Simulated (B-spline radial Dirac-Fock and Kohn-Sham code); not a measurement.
**X-ray lines that fill the 2p1/2 vacancy in Kr⁶⁺**

System: Kr⁶⁺, [Ar] 3d10 4s2.

The computed values come from a B-spline atomic structure program: a relativistic independent-particle model: LDA orbitals of the hole state, radiative multipoles to third order, Auger rates from the Coulomb interaction with a continuum orbital, Dirac-Fock energies.

```csv
line,multipole,energy (eV),width (meV),share (%)
L2-M1,E1,1439.3,0.826,3.13
L2-M4,E1,1642.0,25.4,96.3
L2-N1,E1,1725.0,0.158,0.597
```

The listed lines hold 100.0 % of the radiative rate. The radiative width is 0.0264 eV in the length form and 0.0271 eV in the velocity form; the two differ because the transition energies are not eigenvalue differences of the potential that gave the orbitals.
